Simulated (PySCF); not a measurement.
# UHF on Ne (neon, neutral)

Configuration: [Ne], closed-shell 1S. All numbers are calculated (PySCF 2.14, the non-relativistic Hamiltonian (point nucleus), in cc-pVTZ).

```json
{
  "Total energy": "-128.531862 hartree",
  "One-electron energy": "-182.5989 hartree",
  "Hartree (Coulomb) energy": "66.1806 hartree",
  "Exchange energy": "-12.1136 hartree",
  "Kinetic energy": "128.53174 hartree",
  "⟨S²⟩": "0.0000",
  "⟨L²⟩": "0.000",
  "Sum of ⟨r⟩": "7.871 bohr",
  "Sum of ⟨r²⟩": "9.264 bohr²",
  "Density at the nucleus (Gaussians lack the cusp)": "598 bohr⁻³",
  "Langevin diamagnetic susceptibility": "-7.34 ×10⁻⁶ cm³/mol",
  "Time after the integrals": "0.09 s of wall time on 1 thread of Neoverse-N1 (shared host)"
}
```

```
shell  electrons  mean orbital energy (hartree)  rms radius, mean of both spins (bohr)
   1s          2                      -32.76912                                  0.183
   2s          2                       -1.92709                                  0.983
   2p          6                       -0.84542                                   1.10
```
